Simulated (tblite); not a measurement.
Species: C6H10BF3.
Numbering: `[CH3:1][B:2]1[CH2:3][CH2:4][CH2:5][C@H:6]1[C:7]([F:8])([F:9])[F:10]` (hydrogens: H11, H12, H13 on C1; H14, H15 on C3; H16, H17 on C4; H18, H19 on C5; H20 on C6)

Computed with GFN2-xTB (tblite), gas phase: L-BFGS steps from a force-field or distance-geometry start until the largest atomic force falls under 0.01 eV/Å.

Step 23: E = -908.5364 eV
```
atom  x, y, z in Å  |  force x, y, z in eV/Å
C1      1.8931   -1.5243    0.3083   -0.009  -0.009  -0.017
B2      0.8177   -0.4382   -0.0045   -0.016  -0.040  -0.034
C3      0.9579    0.8330   -0.9088    0.006  -0.017  -0.022
C4      0.1157    1.9018   -0.1921   -0.025   0.039   0.014
C5     -0.9803    1.1763    0.6179   -0.034  -0.036   0.026
C6     -0.6537   -0.3363    0.6251   -0.071  -0.066   0.021
C7     -1.6870   -1.0932   -0.1868    0.023  -0.001  -0.044
F8     -1.8088   -0.6585   -1.4518    0.022   0.089  -0.017
F9     -2.9233   -1.0058    0.3478    0.081  -0.045  -0.025
F10    -1.4186   -2.4099   -0.2908    0.013   0.027   0.124
H11     1.7315   -2.0480    1.2477    0.011  -0.006  -0.033
H12     2.9003   -1.1119    0.3067   -0.008  -0.046   0.023
H13     1.8780   -2.2797   -0.4777   -0.020  -0.026   0.001
H14     1.9603    1.1873   -1.1403   -0.006   0.054   0.032
H15     0.4862    0.6000   -1.8685   -0.005   0.029  -0.034
H16     0.7553    2.4635    0.4887    0.031  -0.002   0.007
H17    -0.3170    2.6104   -0.8953   -0.034   0.028  -0.014
H18    -1.9688    1.3598    0.1938    0.042  -0.034  -0.031
H19    -1.0004    1.5358    1.6467   -0.003   0.075  -0.045
H20    -0.7433   -0.7515    1.6307    0.004  -0.013   0.067
```

Step 24: E = -908.5385 eV
```
atom  x, y, z in Å  |  force x, y, z in eV/Å
C1      1.8867   -1.5256    0.3070    0.000  -0.023  -0.025
B2      0.8173   -0.4355   -0.0100   -0.015  -0.050   0.037
C3      0.9583    0.8371   -0.9105   -0.006  -0.035  -0.009
C4      0.1164    1.9043   -0.1914   -0.045   0.020   0.015
C5     -0.9799    1.1785    0.6181   -0.036  -0.079   0.030
C6     -0.6518   -0.3339    0.6267   -0.034  -0.080   0.008
C7     -1.6810   -1.0956   -0.1866    0.019   0.008  -0.009
F8     -1.7986   -0.6612   -1.4527    0.011   0.053   0.012
F9     -2.9176   -1.0118    0.3462    0.046  -0.018  -0.035
F10    -1.4124   -2.4130   -0.2839    0.037   0.048   0.092
H11     1.7189   -2.0491    1.2458    0.014   0.005  -0.040
H12     2.8965   -1.1194    0.3085   -0.009  -0.049   0.020
H13     1.8682   -2.2811   -0.4788   -0.010  -0.029  -0.002
H14     1.9603    1.1903   -1.1430    0.008   0.065   0.033
H15     0.4862    0.6033   -1.8692   -0.016   0.039  -0.053
H16     0.7549    2.4663    0.4893    0.045   0.001   0.019
H17    -0.3175    2.6117   -0.8933   -0.047   0.058  -0.039
H18    -1.9691    1.3569    0.1954    0.028  -0.015  -0.063
H19    -1.0045    1.5386    1.6460    0.015   0.080  -0.025
H20    -0.7362   -0.7499    1.6334   -0.004   0.000   0.033
```

Step 25: E = -908.5406 eV
```
atom  x, y, z in Å  |  force x, y, z in eV/Å
C1      1.8807   -1.5273    0.3053    0.008  -0.036  -0.028
B2      0.8165   -0.4339   -0.0149   -0.009  -0.038   0.084
C3      0.9585    0.8405   -0.9124   -0.023  -0.033   0.005
C4      0.1162    1.9070   -0.1904   -0.048  -0.007   0.005
C5     -0.9800    1.1793    0.6187   -0.020  -0.081   0.019
C6     -0.6504   -0.3330    0.6284    0.020  -0.054   0.008
C7     -1.6749   -1.0976   -0.1866    0.013   0.015   0.031
F8     -1.7887   -0.6624   -1.4535    0.003   0.006   0.040
F9     -2.9116   -1.0179    0.3442   -0.009   0.012  -0.039
F10    -1.4058   -2.4152   -0.2755    0.060   0.048   0.040
H11     1.7073   -2.0502    1.2433    0.012   0.006  -0.035
H12     2.8928   -1.1276    0.3105   -0.006  -0.046   0.011
H13     1.8586   -2.2831   -0.4799    0.000  -0.034  -0.009
H14     1.9603    1.1944   -1.1446    0.005   0.061   0.034
H15     0.4857    0.6070   -1.8709   -0.015   0.048  -0.055
H16     0.7552    2.4688    0.4901    0.038  -0.006   0.016
H17    -0.3188    2.6138   -0.8919   -0.047   0.064  -0.037
H18    -1.9688    1.3537    0.1955    0.008  -0.002  -0.084
H19    -1.0081    1.5428    1.6448    0.025   0.070  -0.005
H20    -0.7297   -0.7483    1.6365   -0.014   0.005   0.002
```

Task: Estimate the geometry and energy of step 26. (The exact step hangs on the optimiser's Hessian estimate; all steps are aligned on step 25, rigid shifts and turns removed.)

Result: E = -908.5424 eV, largest force 0.091 eV/Å
```
atom  x, y, z in Å  |  force x, y, z in eV/Å
C1      1.8754   -1.5295    0.3033    0.012  -0.042  -0.026
B2      0.8158   -0.4329   -0.0178    0.007  -0.009   0.090
C3      0.9582    0.8431   -0.9140   -0.036  -0.013   0.014
C4      0.1152    1.9095   -0.1896   -0.035  -0.027  -0.011
C5     -0.9805    1.1787    0.6195    0.000  -0.040  -0.003
C6     -0.6488   -0.3329    0.6300    0.056  -0.003   0.020
C7     -1.6693   -1.0993   -0.1861    0.005   0.017   0.059
F8     -1.7797   -0.6638   -1.4536    0.000  -0.034   0.055
F9     -2.9064   -1.0233    0.3416   -0.058   0.037  -0.035
F10    -1.3982   -2.4165   -0.2668    0.075   0.032  -0.010
H11     1.6969   -2.0512    1.2405    0.008  -0.004  -0.019
H12     2.8896   -1.1362    0.3128    0.002  -0.039  -0.003
H13     1.8498   -2.2857   -0.4811    0.009  -0.038  -0.019
H14     1.9601    1.1995   -1.1453   -0.015   0.043   0.036
H15     0.4848    0.6113   -1.8732   -0.004   0.053  -0.039
H16     0.7559    2.4710    0.4911    0.012  -0.023  -0.002
H17    -0.3209    2.6170   -0.8911   -0.034   0.044  -0.012
H18    -1.9683    1.3510    0.1940   -0.004   0.000  -0.088
H19    -1.0106    1.5476    1.6435    0.023   0.046   0.003
H20    -0.7242   -0.7468    1.6391   -0.022   0.000  -0.012
```

The energy changes by -0.0018 eV. The first-order estimate −F·Δx gives -0.0025 eV and the mean of the old and new forces, exact on a quadratic surface, -0.0018 eV. The step makes an angle of 72° with the force vector and moves no atom by more than 0.012 Å.

What follows is the cost of the whole relaxation. Hardware: one thread of an Arm Neoverse N1, shared host with 64 logical CPUs at a one-minute load of 52. Cost: 1.3 s of wall time.
